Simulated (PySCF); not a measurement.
# Working out the ionisation energy of Pb

Pb [Xe] 4f14 5d10 6s2 6p2 (3P) → Pb+ [Xe] 4f14 5d10 6s2 6p1 (2P). Calculation: PySCF 2.14, in x2c-TZVPPall (11s7p6d3f, 83 functions); the spin-free X2C one-electron Hamiltonian (Gaussian nucleus). Frozen: [Kr] 4d10 4f14. Energies in hartree (1 hartree = 27.21139 eV):

| part | Pb (lower) | Pb+ (upper) |
| --- | --- | --- |
| UHF | -20879.874883 | -20879.632375 |
| CCSD correlation | -0.456422 | -0.444427 |
| (T) | -0.009831 | -0.008950 |

What does Hartree-Fock give?

(-20879.632375) − (-20879.874883) = 0.242508 hartree = 6.599 eV.

What do CCSD and CCSD(T) give?

The CCSD correlation energies differ by 0.011995 hartree = 0.326 eV and the triples by 0.000881 hartree = 0.024 eV, so CCSD gives 6.925 eV and CCSD(T) 6.949 eV.

Reference: 7.417 eV (measured; NIST Atomic Spectra Database, ionization energies), between the lowest levels; spin-orbit coupling is absent from the calculation.

What remains against the reference includes basis incompleteness, the frozen core and higher excitations.
